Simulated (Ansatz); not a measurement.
Geometry optimisation, RKS r2SCAN-D4/def2-SVP (Ansatz).

Input:

```yaml
crystal:
  periodic: [false, false, false]
  atoms:
    - { symbol: Ga, position_ang: [0.0, 0.0, 0.0] }
    - { symbol: O, position_ang: [1.2796, 0.0, 1.524] }
    - { symbol: H, position_ang: [0.3701, -0.2814, 1.8612] }
    - { symbol: H, position_ang: [1.7552, 0.0, 0.2282] }
    - { symbol: H, position_ang: [-1.3596, 0.0, -0.785] }
basis:
  gaussian: { orbitals: def2-SVP }
hamiltonian:
  xc: r2scan
  dispersion: d4
relax:
  f_tol: 0.15
  max_steps: 25
  restrain:
    - { distance: [1, 3], at: 1.01, k: 30.0 }
    - { distance: [0, 1], at: 2.99, k: 30.0 }
    - { distance: [0, 3], at: 2.77, k: 30.0 }
output:
  orbitals: {}
```

Launched with:

```bash
$ ansatz run input.yaml --threads 1 --pin off --max-ram 2048MiB --backend cpu --events-out ev --progress --plain --runs-dir out
```

Question: Where does it end, and by what steps?

Answer: The run converged. The restraints hold the end off the free minimum. After 10 steps the energy has fallen by 3.348 eV (the restraints' own energy left out); Ga1 moved furthest, 1.10 Å. Parted: Ga1–O2 (1.99 → 2.98 Å). Joined: O2–H4 (1.38 → 0.99 Å).

```
step  energy less start (eV)  largest force component (eV/Å)  accepted
   0                  0.0000                           3.419       yes
   1                  0.7248                           6.075       yes
   2                  0.9147                           8.582       yes
   3                 -0.4108                           8.407       yes
   4                 -2.1753                           3.611       yes
   5                 -2.9397                           1.853       yes
   6                 -3.1474                           0.996       yes
   7                 -3.2555                           0.771       yes
   8                 -3.3064                           0.951       yes
   9                 -3.3358                           0.762       yes
  10                 -3.3483                           0.842       yes
```

```xyz
5
Properties=species:S:1:pos:R:3
Ga -0.211 -0.208 -1.065
O 1.206 0.285 1.505
H 0.936 -0.487 2.023
H 1.811 -0.108 0.833
H -1.697 0.236 -0.468
```

The run took 24 s on 1 thread of Arm Neoverse V2, on a shared host, peak memory 0.12 GiB.
